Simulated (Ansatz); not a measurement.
`[OH][GaH][BH][SiH3]`, charge 0, multiplicity 1.

Problem. Give a relaxed structure at PBE0-D4/def2-TZVP (Ansatz 0.2.0). (Estimate.)

Solution. Computed: 
Z-matrix (Å, degrees):
```
Si
B 1 2.004
H 1 1.489 2 114.3
H 1 1.495 2 103.6 3 -117.6
H 1 1.489 2 114.1 3 125.6
Ga 2 2.072 1 123.6 3 -149.5
H 2 1.198 1 117.1 3 33.4
O 6 1.797 2 115.0 1 -82.8
H 6 1.575 2 129.8 1 95.4
H 8 0.959 6 113.5 2 179.3
```
This is one stationary point; other conformers may exist.
